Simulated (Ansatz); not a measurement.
CH7ClSi2, SMILES `[SiH3]C[SiH2]Cl`. Total charge 0; spin multiplicity 1. Geometry: relaxed with PBE0-D4/def2-TZVP. It is one conformer, not always the lowest.

```xyz
11

Si   -1.015   -0.782   -0.951
C     0.448   -0.625    0.217
Si    0.846    1.105    0.761
Cl   -0.827    1.982    1.587
H    -2.288   -0.539   -0.228
H    -1.051   -2.148   -1.539
H    -0.888    0.206   -2.056
H     0.273   -1.251    1.098
H     1.340   -1.017   -0.286
H     1.908    1.132    1.796
H     1.255    1.936   -0.397
```

(1) What is the dipole moment at ωB97M-V/def2-TZVPP? (An estimate is asked.)

(2) And with PBE, r2SCAN, B3LYP? (Best estimate.)

(3) Give the Mulliken charges with ωB97M-V, r2SCAN, PBE in def2-TZVPP. (Best estimate.)

Results:

(1) Computed: 1.87 D, with components (1.31, -1.30, -0.31) D in this frame, pointing from negative to positive charge.

(2) Ansatz gave: PBE 1.82 D, r2SCAN 1.89 D, B3LYP 1.87 D.

(3) Computed: 
```tsv
atom	ωB97M-V	r2SCAN	PBE
Si1	0.17	0.28	0.19
C2	-0.43	-0.32	-0.29
Si3	0.34	0.46	0.36
Cl4	-0.23	-0.27	-0.23
H5	-0.01	-0.06	-0.04
H6	-0.03	-0.07	-0.05
H7	-0.02	-0.07	-0.05
H8	0.13	0.09	0.12
H9	0.13	0.09	0.11
H10	-0.02	-0.07	-0.06
H11	-0.02	-0.07	-0.05
```

B3LYP here is the variant with VWN-RPA as its local correlation; programs differ in this.
